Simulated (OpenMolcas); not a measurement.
**Ni3+: moving or changing the point charges**

Ni3+ among 6 point charges of -1 e arranged as an octahedron (Oh), 2.11 Å from the ion.

```
Program             : OpenMolcas
Method              : CASSCF
Basis               : ANO-RCC-VDZP [5s4p2d1f]
Scalar Hamiltonian  : DKH2, point nucleus
Active space        : 7 electrons in 5 orbitals (3d)
State averaging     : 2S+1 = 4 even, 10 roots; 2S+1 = 2 even, 40 roots
Spin-orbit coupling : state interaction with AMFI integrals over the reference wave functions
```

Runs around this geometry, states (labels of O, the rotations of Oh). Energies in cm-1 above the lowest state or level, χT in cm3 K/mol; under a threefold ground state the first gap can be a small split of the lowest multiplet, not the spin-orbit step; 10Dq and B are least-squares fits to the states below 45000 cm-1, weighted by degeneracy, with a free offset, and given where the rms deviation is under 5 % of |10Dq| (or 100 cm-1) and under 700 cm-1.

| R (Å) | q (e) | Ground state | First state of that spin | 10Dq | B (rms of fit) | First gap with spin-orbit (degeneracies) | χT at 300 K | First state of another spin |
| --- | --- | --- | --- | --- | --- | --- | --- | --- |
| 2.11 | -0.5 | 4T1 | 4T2 528.8 | 613 | 1409 (26) | 156.9 (2, 4) | 5.231 | 2T2 21628 |
| 2.01 | -1 | 4T1 | 4T2 1325 | 1508 | 1409 (60) | 311.8 (2, 4) | 4.670 | 2E 21833 |
| 2.11 | -1 | 4T1 | 4T2 1062 | 1214 | 1409 (49) | 270.8 (2, 4) | 4.833 | 2E 21814 |
| 2.23 | -1 | 4T1 | 4T2 822.6 | 943 | 1409 (38) | 225.2 (2, 4) | 5.001 | 2E 21763 |

Taking |10Dq| as R^-n, n = -ln(943 / 1508) / ln(2.23 / 2.01) = 4.5 between the shortest and longest distance. The point-charge formula for a cubic d site gives n = 5.

Scaling the charges by -0.5 / -1 = 0.50 scales |10Dq| by 613 / 1214 = 0.50; with fixed orbitals a first-order splitting would follow the charge.

An orbital triplet at a regular site is open to Jahn-Teller coupling, which can distort the site and quench the lowest spin-orbit gaps and is left out. Without dynamic correlation the repulsion within the d shell is too large (B by tens of per cent), so at a given field states of lower spin stand too high. Point charges give a weaker field than real ligands, and real ions of this kind are often low spin; the high spin found here belongs to the model. The ground term spreads over less than 5000 cm-1, several times less than with real ligands, so orbital moments are less quenched and χT lies further from the spin-only value than at real sites. This field is weak: 10Dq is about 613 cm-1, while octahedral complexes of 3d ions of charge 3 and more, computed by the same method with explicit ligands, had a median near 15000 cm-1. Ground spin and moment need not be those of a real site (figures for R = 2.11, q = -0.5; the like holds for R = 2.01, q = -1, R = 2.11, q = -1, R = 2.23, q = -1). This is an electrostatic model: the charges have no orbitals. No measured value stands beside these numbers.
